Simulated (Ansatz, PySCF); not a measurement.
The pair A = CHN (SMILES C#N) (first 3 atoms), B = C2H3N (SMILES CC#N); geometry from B3LYP-D3(BJ)/def2-TZVP.
(charge 0, multiplicity 1):
```xyz
9

C      0.33630     0.29153     0.28051
N     -0.60583    -0.34621     0.13865
H      1.21049     0.88082     0.45005
C     -0.66687    -0.63006     3.69109
C      0.50122     0.19423     3.43624
N      1.41888     0.84439     3.19657
H     -1.37861    -0.09237     4.31761
H     -1.14214    -0.87802     2.74042
H     -0.37544    -1.55117     4.19593
```

Correlated levels freeze the cores. CBS(a, b) extrapolates the correlation energy as X⁻³ and adds the Hartree–Fock energy of set b. MP2 and its Hartree–Fock in aug-cc-pVTZ are density fitted.

The values were computed with Ansatz (a quantum-chemistry and plane-wave program) with Gaussian orbitals; PySCF for the dispersion terms. Each number belongs to the level named beside it.

The monomers are drawn apart, rigid, along the line of their centres of mass. Counterpoise-corrected interaction energies (kcal/mol):

```json
[
 {"level": "PBE/def2-TZVPPD", "R = 4.542 Å": "-1.9438", "R = 5.806 Å": "-0.8742"},
 {"level": "PBE-D3(BJ)/def2-TZVPPD", "R = 4.542 Å": "-2.2984", "R = 5.806 Å": "-0.9634"},
 {"level": "wB97M-V/def2-TZVPPD", "R = 4.542 Å": "-2.2494", "R = 5.806 Å": "-0.9966"},
 {"level": "MP2/CBS(aug-cc-pVDZ, aug-cc-pVTZ) + ΔCCSD(T)/aug-cc-pVDZ", "R = 4.542 Å": "-2.1361", "R = 5.806 Å": "-0.9378"}
]
```

Task: R is the distance of the centres of mass. Find the local exponent m of E ∝ R⁻ᵐ between the two points.

Result: 
m = ln(E₁/E₂)/ln(R₂/R₁): PBE/def2-TZVPPD 3.3; PBE-D3(BJ)/def2-TZVPPD 3.5; wB97M-V/def2-TZVPPD 3.3; MP2/CBS(aug-cc-pVDZ, aug-cc-pVTZ) + ΔCCSD(T)/aug-cc-pVDZ 3.4. For scale, two fixed dipoles give m = 3, dipole and quadrupole 4, quadrupoles 5, and dispersion or dipole-induced dipole 6 at long range; at these distances several terms mix, and what is left of overlap and damping shifts m, so it need not match one of them.
